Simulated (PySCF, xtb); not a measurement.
C₂H₅ClOSi, SMILES C=C[Si@@H](Cl)O. Other conformers were not sampled.

Harmonic wavenumbers (cm⁻¹) from GFN2-xTB run with xtb at its own minimum, in rising order: 52, 130, 168, 206, 239, 353, 470, 508, 638, 653, 709, 786, 910, 925, 1013, 1033, 1281, 1419, 1666, 2343, 3041, 3079, 3101, 3657.

Problem. What does PySCF 2.14.0 with PBE-D3(BJ)/def2-SVP give at its own minimum? (Estimate from the structure and the level; the computed values follow.)

Solution. 82, 149, 189, 248, 292, 384, 497, 545, 664, 761, 790, 855, 891, 954, 971, 1006, 1224, 1365, 1617, 2220, 3050, 3079, 3144, 3755. Paired by order, the mean absolute difference is 46 cm⁻¹ and the zero-point energies are 40.6 and 41.1 kcal/mol.
